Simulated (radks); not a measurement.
Results of a calculation; reference values are marked as such.
Problem. All-electron atom: Re in [Xe] 4f14 5d5 6s2. Code: a radial shooting solver on a logarithmic mesh with Libxc functionals. Model: Dirac Kohn-Sham, HCTH/407, spin-unpolarised, spherical densities, point nucleus; open shells fill j = l - 1/2 first. Some entries of the table are withheld. Estimate them.

orbital  occ.  eigenvalue (eV)  <r^2> (bohr^2)  r(max) (bohr)
1s1/2       2        -71545.48             (1)        0.01124
2s1/2       2        -12406.09        0.006817        0.06472
2p1/2       2        -11873.50        0.004858        0.04802
2p3/2       4        -10433.81        0.006055        0.05496
3s1/2       2        -2873.672         0.04445         0.1822
3p1/2       2        -2635.723         0.04072         0.1705
3p3/2       4        -2322.793         0.04727         0.1847
3d3/2       4        -1923.162         0.03653         0.1444
3d5/2       6        -1855.104         0.03832         0.1483
4s1/2       2        -600.1317          0.2190         0.4129
4p1/2       2              (2)          0.2252            (3)
4p3/2       4              (4)          0.2600            (5)
4d3/2       4        -264.3215          0.2812         0.4377
4d5/2       6        -250.7728          0.2942         0.4471
5s1/2       2         -85.2695           1.204         0.9373
5p1/2       2              (6)           1.459          1.002
4f5/2       6         -44.7061             (7)         0.4133
5p3/2       4              (8)           1.738          1.084
4f7/2       8         -42.1653             (9)         0.4181
5d3/2       4          -5.9130           4.273          1.389
6s1/2       2          -5.8796           11.09          2.559
5d5/2       1          -5.0184           4.741          1.436

Solution. 
(1) 1s1/2 <r^2> (bohr^2): 0.0004481
(2) 4p1/2 eigenvalue (eV): -500.7459
(3) 4p1/2 r(max) (bohr): 0.4122
(4) 4p3/2 eigenvalue (eV): -427.5918
(5) 4p3/2 r(max) (bohr): 0.4421
(6) 5p1/2 eigenvalue (eV): -55.1445
(7) 4f5/2 <r^2> (bohr^2): 0.4081
(8) 5p3/2 eigenvalue (eV): -44.0814
(9) 4f7/2 <r^2> (bohr^2): 0.4211
